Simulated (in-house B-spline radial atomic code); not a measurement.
Values are calculated unless marked as measured or tabulated.
## Softness against transferability: the 2s channel of N

N, [He] 2s2 2p3, non-relativistic PBE, spherical and spin-unpolarised, from an all-electron radial atomic-structure program (B-spline basis) (atomic units). The all-electron 2s level is ε = -0.681982 hartree, its outermost node lies just inside 0.33 bohr and its outer maximum at 1.02 bohr.

Troullier-Martins pseudo-orbitals are made for several radii. The cutoffs (hartree) are the plane-wave energies beyond which the orbital holds less than the named kinetic energy per electron. The phase error is the difference, pseudo minus all-electron, of arctan(R P'/P) at R = 1.72 bohr for all radii, half a hartree below and above the level.

```csv
r_c (bohr),V_l(0) (hartree),cutoff for 10 mEh,for 1 mEh,for 0.1 mEh,phase error at ε − 0.5 (mrad),at ε + 0.5 (mrad)
0.76,2.18,19,58.8,124,-0.6,-0.4
0.88,4.48,19.5,48.8,74.9,-0.6,-0.4
1.02,2.85,17.8,45.3,66.8,-0.8,-0.5
1.15,1.22,15.2,36.3,55.3,-1.3,-0.9
1.28,0.06,12.5,21,45.3,-2.4,-1.5
1.42,-0.75,9.33,16.6,36.6,-4.3,-2.7
```

(1) Which radius needs the lowest cutoff for 0.1 mEh while both phase errors stay within 1.4 mrad?

(2) What does the larger radius buy, and what does it cost?

## Answers

(1) The radii within that limit are 0.76, 0.88, 1.02, 1.15 bohr; of these r_c = 1.15 needs the least, 55.3 hartree, that is 111 Ry or 1505 eV.

(2) From r_c = 0.76 to 1.42 bohr the cutoff for 1 mEh goes from 58.8 to 16.6 hartree, a factor of 3.54, against 3.49 for a pure 1/r_c² scaling, end to end; step by step it is 58.8, 48.8, 45.3, 36.3, 21, 16.6, and for 0.1 mEh 124, 74.9, 66.8, 55.3, 45.3, 36.6; the number of plane waves goes as the cutoff to the power 3/2, here a factor of 6.7. The larger of the two phase errors is least at r_c = 0.76 bohr, 0.6 mrad; it is 0.6 at the smallest radius and 4.3 at the largest. These errors test the reference atom alone. Large radii also let the cores of neighbours overlap, which an atom doesn't show.
